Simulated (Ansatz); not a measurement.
`C[N](C)[AlH][NH2]` + HBr → `[NH2][AlH][Br]` + `CNC` at 600 K and 1 bar (ligand exchange at the Al–N bond).

Calculated with Ansatz (gas phase, PBE0-D4/def2-TZVP geometries, no zero-point term in ΔE). CCSD(T)/CBS adds triple-zeta CCSD(T) − MP2 to the extrapolated MP2 energy (def2 sets, frozen cores). For Br outer-core shells are correlated without core-valence functions, which leaves a few kJ/mol of doubt a bond. Scalar relativity is left out up to krypton. One conformer a species, not always the lowest.

| species | CCSD(T)/CBS energy (Eh) | H − E (kJ/mol) | S (J/(mol·K)) |
| --- | --- | --- | --- |
| `C[N](C)[AlH][NH2]` | -432.99850 | 374.0 | 470.9 |
| HBr | -2573.91920 | 33.5 | 219.1 |
| `[NH2][AlH][Br]` | -2871.94728 | 130.8 | 366.1 |
| `CNC` | -135.00321 | 284.6 | 333.5 |

H − E and S are ideal-gas, rigid-rotor, harmonic terms from PBE0-D4/def2-TZVP, for one conformer and one mirror image of each species. 1 Eh = 2625.50 kJ/mol, R = 8.31446 J/(mol·K).

Q: By hand: ΔE, ΔH, ΔS and ΔG.

A: ΔE = (-2871.94728) + (-135.00321) − (-432.99850) − (-2573.91920) = -0.03279 Eh = -86.1 kJ/mol. Δ(H − E) = 130.8 + 284.6 − 374.0 − 33.5 = 7.9, so ΔH = -78.2 kJ/mol. ΔS = 366.1 + 333.5 − 470.9 − 219.1 = 9.6 J/(mol·K). ΔG = -78.2 − 600 × (9.6)/1000 = -84.0 kJ/mol.

Q: By hand: the equilibrium constant, and the temperature at which ΔG would vanish if ΔH and ΔS stayed fixed.

A: log₁₀ K = −ΔG/(RT ln 10) = 7.3. ΔH and −TΔS have one sign here, so there is no such temperature.

The number of gas molecules stays the same, so ΔS is small and ΔH decides. A doubt of 5 kJ/mol in ΔE shifts log₁₀ K by 0.4 here. Other conformers and mirror images would add mixing entropy, several J/(mol·K) or more a flexible species. These are equilibria of isolated gas molecules and say nothing of rates. Largest T1 diagnostic: 0.011 (customary marks: 0.02 for closed shells, 0.045 for open ones).

ΔS is within the doubt of such terms, so its sign, and with it that verdict, could turn.
